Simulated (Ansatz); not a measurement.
Total energies of C$_{2}$H$_{5}$NSi (`N=C=C[SiH3]`).

```csv
atom,x (Å),y (Å),z (Å)
N1,0.9777,1.7106,-1.4252
C2,0.1623,1.0650,-0.7976
C3,-0.6596,0.4203,-0.0115
Si4,-0.0973,-1.0565,0.9488
H5,1.1193,1.4731,-2.4025
H6,-1.6814,0.7815,0.0515
H7,1.3335,-1.3049,0.6398
H8,-0.2586,-0.8307,2.4099
H9,-0.8958,-2.2584,0.5868
```

Charge 0, multiplicity 1. The geometry is a stationary point of PBE0-D4/def2-TZVP. It is one conformer, not always the lowest. Basis def2-TZVPP, Ansatz.

RPA on PBE orbitals: Hartree–Fock energy of these orbitals -421.99875 Eh, correlation -1.06949 Eh (frozen core).

```csv
functional,kind,energy without D4 (Eh),D4 term (kJ/mol)
LDA (SPW92),LDA,-421.12787,–
PBE,GGA,-423.15815,-15.7
BLYP,GGA,-423.43069,-34.8
B97M-V,meta-GGA with VV10,-423.39981,–
PBE0,"global hybrid, 25 % exact exchange",-423.19300,-13.2
B3LYP,"global hybrid, 20 %",-423.50799,-25.3
r2SCAN0,"meta-GGA hybrid, 25 %",-423.34983,-4.5
HSE06 (plane-wave form),screened hybrid,-423.17904,-12.3
CAM-B3LYP,range-separated hybrid,-423.41424,-13.4
ωB97M-V,range-separated hybrid meta-GGA with VV10,-423.39707,–
```

(1) Give the same for revPBE, r2SCAN, r2SCANh, BHLYP, LC-ωPBE, ωB97X-V, B2PLYP, PBE-QIDH. (Estimate.)

B3LYP takes the VWN-RPA correlation (the form of Gaussian; ORCA's B3LYP/G). HSE06 is the plane-wave form, built on full-range PBE exchange. The double hybrids freeze the cores in their second-order part.

Results:

(1) Ansatz gave: 
| functional | kind | energy without D4 (Eh) | D4 term (kJ/mol) |
| --- | --- | --- | --- |
| revPBE | GGA | -423.38403 | -49.4 |
| r2SCAN | meta-GGA | -423.37409 | -3.9 |
| r2SCANh | meta-GGA hybrid, 10 % | -423.36400 | -4.1 |
| BHLYP | global hybrid, 50 % | -423.39600 | -18.9 |
| LC-ωPBE | long-range corrected hybrid | -423.28819 | – |
| ωB97X-V | range-separated hybrid GGA with VV10 | -423.38776 | – |
| B2PLYP | double hybrid | -423.24430 | – |
| PBE-QIDH | double hybrid | -423.08252 | – |

LC-ωPBE has ω = 0.4 bohr⁻¹.
